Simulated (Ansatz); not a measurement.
Species: silylphosphine, sum formula SiPH$_{5}$, net charge 0, singlet state. 
Coordinates optimised at B3LYP-D3(BJ)/def2-TZVP (Ansatz, a program for electronic structure):
SMILES: [SiH3]P
```xyz
7

Si    -1.0725     0.0867     0.2119
P      1.1233    -0.0680    -0.3324
H     -1.8171    -0.8926    -0.6134
H     -1.5318     1.4532    -0.1291
H     -1.3565    -0.1741     1.6427
H      1.3129    -1.2974     0.3513
H      1.5580     0.7172     0.7672
```

Parts of the frozen-core correlation energy in STO-3G (Ansatz, hartree). Frozen orbitals: 10; correlated occupied orbitals by spin: 7 and 7; virtual: 6 and 6. No spin-orbit coupling. Non-relativistic.

| term | value |
|---|---|
| reference (HF) | -625.41910 |
| MP2 opposite-spin | -0.07647 |
| MP2 same-spin | -0.00289 |
| CCSD correlation | -0.11597 |
| (T) | -0.00070 |
| FCI minus CCSD(T) | -0.00032 |
| T1 diagnostic | 0.005 |
| largest doubles amplitude | 0.071 |
